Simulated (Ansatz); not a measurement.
C2H8ClNSi2, SMILES C[Si@@H](/C=N/[SiH3])Cl.

The structure is a stationary point at ωB97X-D3(BJ)/def2-SVP. The structure was generated by enumeration; whether it is a known compound was not checked. The values are those of a single conformer.

Two levels are set side by side: PBE/def2-SVPD (Ansatz, a program for electronic structure) and CAM-B3LYP/def2-SVPD (Ansatz). Energy differences of separate SCF runs at the same geometry; the states with an electron removed or added have multiplicity 2 and 2. Differences are taken from unrounded values.

| quantity | CAM-B3LYP | PBE | PBE minus CAM-B3LYP |
|---|---|---|---|
| vertical ionisation energy (eV) | 9.07 | 8.66 | -0.41 |
| vertical singlet–triplet gap (eV) | 2.90 | 2.78 | -0.12 |
